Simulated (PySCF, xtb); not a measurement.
BrH₃MgSi, SMILES [Mg]([Br])[SiH3].

Harmonic wavenumbers (cm⁻¹) from GFN2-xTB (xtb) at its own minimum, in rising order: 22, 41, 240, 358, 361, 410, 767, 806, 816, 2096, 2108, 2189.

Problem. What does TPSSh-D3(BJ)/def2-TZVP (PySCF) give at its own minimum? (The exact figures need the calculation; the answer reports its results.)

Solution. 78, 78, 216, 398, 398, 468, 864, 956, 956, 2199, 2206, 2206. Paired by order, the mean absolute difference is 72 cm⁻¹ and the zero-point energies are 14.6 and 15.8 kcal/mol.
